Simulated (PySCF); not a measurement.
1-fluorobuta-1,2-diene (C4H5F), SMILES C(=C=CF)C. The structure is a stationary point at PBE-D3(BJ)/def2-SVP.

Method: PBE-D3(BJ)/def2-SVP (PySCF).

Harmonic wavenumbers (cm⁻¹): 133, 154, 209, 325, 506, 599, 743, 846, 862, 1000, 1024, 1078, 1164, 1263, 1330, 1388, 1401, 1446, 2030, 2964, 3029, 3036, 3088, 3098. Rotational constants (GHz): 20.40, 2.152, 2.091; symmetry number 1.

Q: Work out the zero-point energy and the ideal-gas rigid-rotor harmonic-oscillator thermochemistry at 298.15 K and 1 atm.

A: ZPE = ½ Σ hcν = ½ × 32713 cm⁻¹ = 195.67 kJ/mol. H − E(el) = 213.50 kJ/mol. Entropy in J/(mol K): translation 162.10, rotation 107.37, vibration 45.87, total 315.34. G − E(el) = 119.48 kJ/mol. Cp = 88.91 J/(mol K). Modes under 150 cm⁻¹ make the vibrational entropy uncertain.
